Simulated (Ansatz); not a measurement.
The cluster Ni₂Pt. Total charge 0; singlet. Geometry PBE-D4/def2-TZVP.

```tsv
atom	x (Å)	y (Å)	z (Å)
Pt1	-0.716	-0.243	0.208
Ni2	0.515	-1.381	-1.314
Ni3	0.201	1.624	1.106
```

In the def2 sets Pt takes a core potential; there is no spin–orbit coupling. LC-ωPBE has ω = 0.4 bohr⁻¹. At PBE-D4/def2-TZVP, r2SCAN-D4/def2-TZVP an occupied level of the charge 0 singlet lies above an empty one (by up to 0.50 eV), so this SCF solution is probably not the lowest. This restricted singlet of an open-shell metal (gap down to -0.50 eV) wasn't tested against broken symmetry. No other spin state of charge 0 was run. The geometry of the singlet was relaxed on an unsound state (an occupied level 0.51 eV above an empty one). Another isomer (triplet) lies 2.86 eV lower at PBE0-D4/def2-TZVP; other spin states weren't run for this one.

(1) Estimate the orbital energies around the gap (eV) in Ansatz with PBE-D4/def2-TZVP, r2SCAN-D4/def2-TZVP, PBE0-D4/def2-TZVP, LC-ωPBE/def2-TZVP, ωB97M-V/def2-TZVP.

Results:

(1) 
```tsv
orbital	PBE-D4/def2-TZVP	r2SCAN-D4/def2-TZVP	PBE0-D4/def2-TZVP	LC-ωPBE/def2-TZVP	ωB97M-V/def2-TZVP
HOMO−9	-5.62	-5.70	-6.30	-8.91	-9.01
HOMO−8	-5.17	-5.27	-6.13	-8.73	-8.90
HOMO−7	-4.97	-4.85	-5.93	-8.56	-8.74
HOMO−6	-4.74	-4.82	-5.89	-8.51	-8.67
HOMO−5	-4.56	-4.62	-5.86	-8.07	-8.06
HOMO−4	-4.54	-4.60	-5.44	-8.06	-7.96
HOMO−3	-4.41	-4.50	-5.36	-7.94	-7.88
HOMO−2	-4.36	-4.40	-5.30	-7.86	-7.79
HOMO−1	-4.23	-4.27	-5.27	-7.74	-7.70
HOMO	-4.14	-4.16	-5.09	-7.41	-7.14
LUMO	-4.64	-4.40	-2.98	-0.84	-0.86
LUMO+1	-3.75	-3.51	-2.63	-0.41	-0.77
LUMO+2	-2.69	-2.39	-1.57	0.34	-0.07
LUMO+3	-1.06	-0.81	-0.05	1.70	1.39
LUMO+4	-0.81	-0.50	0.08	1.85	1.44
LUMO+5	-0.45	-0.13	0.57	2.41	2.01
```
